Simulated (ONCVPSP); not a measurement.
How hard is this vanadium ONCV potential?

V (Z = 23), optimised norm-conserving Vanderbilt (ONCV), made with ONCVPSP 4.0.1 (LDA (Perdew-Wang 92), scalar-relativistic). Core [Ar], reference 3d3 4s2. Waves: 4s: rc 2.70 bohr, ncon 4, nbas 9, qcut 3.1 1/bohr, 2 projectors, debl 1.8 Ha; p scattering state at 0.2 Ha: rc 2.60 bohr, ncon 4, nbas 7, qcut 3.4 1/bohr, 3 projectors, debl 2.3 Ha; 3d: rc 1.75 bohr, ncon 4, nbas 9, qcut 10.6 1/bohr, 3 projectors, debl 3.9 Ha. Local part: polynomial inside 1.70 bohr (lpopt 1, dvloc0 0 Ha). Core correction: polynomial model core, fcfact 0.55.

In the p channel the program set the typed energies aside and used 0.050, 2.350, 4.650 Ha.

**Question.** For each optimised wave give the share of its norm inside rc, the residual kinetic energy above qcut (Ha) and the cutoffs (Ha) for errors of 10, 1, 0.1 and 0.01 mHa per electron.

**Answer.**

```csv
wave,norm inside rc,residual KE,10 mHa,1 mHa,0.1 mHa,0.01 mHa
4s,0.346,2.8e-05,2.0,3.3,4.2,7.5
s projector 2,0.166,7.1e-04,3.9,4.9,6.6,20.0
p projector 1,0.291,4.6e-05,0.9,2.6,4.0,19.4
p projector 2,0.185,9.5e-03,5.9,25.6,30.9,42.2
p projector 3,0.139,1.3e-01,28.2,38.7,44.3,62.2
3d,0.728,4.1e-08,29.3,36.2,41.8,46.3
d projector 2,0.146,4.4e-07,33.5,40.9,46.6,50.8
d projector 3,0.105,1.7e-05,39.9,47.0,52.2,60.7
```

The occupied waves need 36 Ha and 42 Ha for 1 and 0.1 mHa. Note: no bound ghost flagged; GHOST(+) flagged for s at 48.9 eV, p at 159.2 eV.
